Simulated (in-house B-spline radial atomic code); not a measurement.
A fraction x of an electron is removed from 4d in Sn5+, starting from [Kr] 4d9 and keeping the highest spin. Method: scalar-relativistic (X2C) RPBE, spin-polarised, spherical fractional occupations, Fermi nucleus of rms radius 4.6519 fm. Calculated with an all-electron radial atomic-structure program (B-spline basis).

| x | E(x) - E(0) (eV) | 4d down level (eV) |
| --- | --- | --- |
| 0 | 0.0000 | -86.025 |
| 0.01 | 0.8612 | -86.215 |
| 0.13 | 11.3435 | -88.493 |
| 0.28 | 24.8321 | -91.359 |
| 0.45 | 40.6409 | -94.632 |
| 0.5 | 45.3967 | -95.599 |
| 0.51 | 46.3536 | -95.793 |
| 0.67 | 61.9292 | -98.905 |
| 0.8 | 74.9520 | -101.450 |
| 0.9 | 85.1953 | -103.417 |
| 1 | 95.6357 | -105.393 |

The exact functional would give a straight line between the two integer points. Deviations E(x) - E(0) - x[E(1) - E(0)], in eV: -0.095 at x = 0.01, -1.089 at x = 0.13, -1.946 at x = 0.28, -2.395 at x = 0.45, -2.421 at x = 0.5, -2.421 at x = 0.51, -2.147 at x = 0.67, -1.557 at x = 0.8, -0.877 at x = 0.9.

The curve lies below the straight line by up to 2.421 eV (at x = 0.5): convex, the delocalisation error that favours fractional charges.

(1) How well does Slater's transition state (minus the level at half occupation) give the ionisation energy?

Results:

(1) It gives 95.599 eV against 95.636 eV from the two total energies; NIST lists 94.00 eV, ground level to ground level.
